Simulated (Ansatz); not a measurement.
One change: `[CH3][GeH2][AlH][C]#N` becomes `[CH3][AlH][C]#N`.

Ansatz, PBE0-D4/def2-TZVP geometries, multiplicity 1. Each molecule was computed in one conformer, which needn't be the lowest.

Scalar relativity is left out up to krypton.

```
                                      property  `[CH3][GeH2][AlH][C]#N`
            LUMO energy (PBE0/def2-TZVPP) / eV                    -2.63
             LUMO energy (PBE/def2-TZVPP) / eV                    -3.38
       HOMO–LUMO gap (ωB97M-V/def2-TZVPP) / eV                     8.98
          HOMO–LUMO gap (PBE0/def2-TZVPP) / eV                     5.28
size of the dipole moment (PBE/def2-TZVPP) / D                     3.20
         HOMO energy (ωB97M-V/def2-TZVPP) / eV                    -9.91
```

Q: Give the same properties after the change, and the shifts. (Best estimate.)

A: Computed: 
```csv
property,`[CH3][AlH][C]#N`,shift
LUMO energy (PBE0/def2-TZVPP) / eV,-2.11,0.52
LUMO energy (PBE/def2-TZVPP) / eV,-2.91,0.47
HOMO–LUMO gap (ωB97M-V/def2-TZVPP) / eV,10.59,1.61
HOMO–LUMO gap (PBE0/def2-TZVPP) / eV,6.66,1.38
size of the dipole moment (PBE/def2-TZVPP) / D,3.89,0.69
HOMO energy (ωB97M-V/def2-TZVPP) / eV,-11.00,-1.09
```

With PBE0 the HOMO falls by 0.87 eV and the LUMO rises by 0.52 eV, so the gap widens by about 1.39 eV. PBE moves the HOMO by -0.67 eV and ωB97M-V by -1.09 eV. Dipoles are sizes alone; their direction can turn.
